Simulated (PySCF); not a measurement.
Vertical excitations of a molecule C₂H₃Cl₂FSi from TDA-CAM-B3LYP/def2-SVPD run with PySCF, as energy in eV (oscillator strength): 6.07 (0.254), 6.45 (0.028), 6.58 (0.001), 6.96 (0.003), 7.23 (0.020), 7.31 (0.003), 7.32 (0.011), 7.96 (0.007), 8.04 (0.020), 8.13 (0.008). Lowest triplet (TDA): 3.63 eV. Geometry optimised at PBE0-D3(BJ)/def2-SVP. Other conformers were not sampled.

Task: Pick the molecule that these values belong to.
A. C=C(Cl)[Si@@H](F)Cl
B. F/C(Cl)=C(\[SiH3])Cl
C. F[SiH2]C=C(Cl)Cl
D. F/C(=C/Cl)[SiH2]Cl

Result: D, F/C(=C/Cl)[SiH2]Cl
